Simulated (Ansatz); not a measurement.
```xyz
10

C    -0.0426   -0.6319    1.7237
Sn    0.9069    0.2194   -0.0066
B     0.1499   -0.1256   -2.0834
N    -0.6975    0.6558   -1.4050
H    -0.6560    0.1220    2.2173
H     0.7158   -0.9855    2.4237
H    -0.6663   -1.4722    1.4202
H     1.5060    1.7639    0.4677
H     0.3525   -0.6584   -3.1263
H    -1.5686    1.1125   -1.6312
```

The species carries charge 0 and has multiplicity 1. Sn: def2 effective core potential.

Question: List the PBE/def2-TZVPP orbital energies in eV (the Gaussian-basis code of Ansatz). (Best estimate.)

Answer: Computed: Occupied: -380.27, -268.74, -177.31, -132.62, -88.68, -88.49, -88.45, -25.20, -25.03, -25.00, -24.91, -24.82, -20.74, -16.88, -13.60, -11.15, -10.25, -9.79, -9.77, -7.90, -7.75, -6.64, -5.39. Lowest empty: -1.75, -1.04, -0.32, 0.26, 1.02, 1.45, 1.75, 1.90.
